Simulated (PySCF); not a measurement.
# Calculated NMR parameters of 4,4,4-trifluorobutan-2-one

```yaml
Formula: C4H5F3O
SMILES: CC(=O)CC(F)(F)F
Point_group_of_the_computed_structure: C1
Degrees_of_unsaturation: 1
Carbon_signals: 4
Proton_signals: 2
```

Numbering as in the mapped SMILES `[CH3:1][C:2](=[O:3])[CH2:4][C:5]([F:6])([F:7])[F:8]`. Hydrogens are named by the atom that carries them.

All values are calculated (PySCF 2.14): shielding tensors at PBE0/pcSseg-1 (GIAO), geometry from GFN2-xTB. No solvent, one computed conformer, equivalent nuclei averaged, non-relativistic Hamiltonian.

Scale: ¹H (σ = 31.72 ppm) and ¹³C (σ = 186.93 ppm) vs TMS; ¹⁹F (σ = 170.95 ppm) vs CFCl3; ¹⁷O (σ = 336.08 ppm) vs H2O (reference shieldings calculated alike).

```tsv
carbon	δC, type	δH (multiplicity)	HMBC from (2–3 bonds)	span of the C tensor (ppm)
C1	31.4, CH3	2.43 (s)	H(C4)	52
C2	202.3, C	–	H(C4), H(C1)	211
C4	53.8, CH2	3.07 (m)	H(C1)	43
C5	134.1, C	–	H(C4)	3
```

Other nuclei:
```
   atoms  nucleus              environment  δ (ppm)  σ (ppm)
F6/F7/F8      ¹⁹F  fluorine of a CF3 group    -76.7    247.6
      O3      ¹⁷O            ketone oxygen    701.9   -365.8
```

- Carbon types of the structure: 2 × C, 1 × CH2, 1 × CH3, which accounts for all hydrogens.
- δC 202.3: ketone carbonyl carbon; low-lying n→π* states of the double bond to the heteroatom give a large paramagnetic term (-264 ppm).
- δC 134.1: CF3 carbon; 3 electronegative neighbours deshield it.
- δC 53.8: sp3 CH2 α to a carbonyl; the adjacent C=O deshields it moderately.
- δC 31.4: methyl carbon α to a carbonyl; α to the electron-withdrawing carbonyl group.
- δH 2.43: hydrogen on a methyl carbon α to a carbonyl; α to C=O.

Splittings by ¹⁹F in the carbon and heteronuclear signals aren't shown, as no couplings were computed. Shifts are as computed. Against solution values, carbons near 30 ppm lie about +3 ppm off and those near 130 ppm about +5 ppm. Of 1211 compounds with measured shifts, 218 miss one by over three times the rms of a fit or turn the order of signals round; such compounds aren't used in these exercises. Unscaled 19F shifts against computed CFCl3 carry errors that often reach 10 to 50 ppm. Unscaled 17O shifts of doubly bonded oxygen tend to come out too high, by tens of ppm or more. Experimental scales use liquid or dissolved standards, which lie at an offset from isolated H2O (liquid H2O: subtract about 36 ppm). No couplings were computed; multiplicities are counted from neighbouring protons, with m where these are inequivalent, close in shift, in a saturated or five-membered ring or joined by F or P, and br s for small geminal =CH2 splittings.
